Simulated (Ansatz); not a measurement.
`[CH2]1[SnH2][Te]1` and `[CH2]1[Se][SnH2]1` differ in one element.

Ansatz, PBE0-D4/def2-TZVP geometries, multiplicity 1. 

Elements past krypton have def2 core potentials. Scalar relativity is left out up to krypton.

```json
{"property": "HOMO energy (B3LYP/def2-TZVPP) / eV", "`[CH2]1[SnH2][Te]1`": "-5.76"}
{"property": "size of the dipole moment (B3LYP/def2-TZVPP) / D", "`[CH2]1[SnH2][Te]1`": "1.98"}
{"property": "size of the dipole moment (ωB97M-V/def2-TZVPP) / D", "`[CH2]1[SnH2][Te]1`": "2.13"}
{"property": "size of the dipole moment (PBE/def2-TZVPP) / D", "`[CH2]1[SnH2][Te]1`": "1.88"}
{"property": "LUMO energy (PBE/def2-TZVPP) / eV", "`[CH2]1[SnH2][Te]1`": "-2.20"}
{"property": "HOMO–LUMO gap (PBE/def2-TZVPP) / eV", "`[CH2]1[SnH2][Te]1`": "2.78"}
```

Give the same properties after the change, and the shifts. (Best estimate.)

Computed: 
| property | `[CH2]1[Se][SnH2]1` | shift |
| --- | --- | --- |
| HOMO energy (B3LYP/def2-TZVPP) / eV | -6.12 | -0.36 |
| size of the dipole moment (B3LYP/def2-TZVPP) / D | 2.43 | 0.45 |
| size of the dipole moment (ωB97M-V/def2-TZVPP) / D | 2.56 | 0.43 |
| size of the dipole moment (PBE/def2-TZVPP) / D | 2.28 | 0.40 |
| LUMO energy (PBE/def2-TZVPP) / eV | -1.87 | 0.33 |
| HOMO–LUMO gap (PBE/def2-TZVPP) / eV | 3.37 | 0.59 |

With PBE0 the HOMO falls by 0.37 eV and the LUMO rises by 0.32 eV, so the gap widens by about 0.69 eV. PBE moves the HOMO by -0.26 eV and ωB97M-V by -0.45 eV. Dipoles are sizes alone; their direction can turn.

B3LYP here is the variant with VWN-RPA as its local correlation; programs differ in this.

Spin–orbit coupling is left out; it splits and shifts lone-pair levels of the heavy atoms by tenths of an eV.
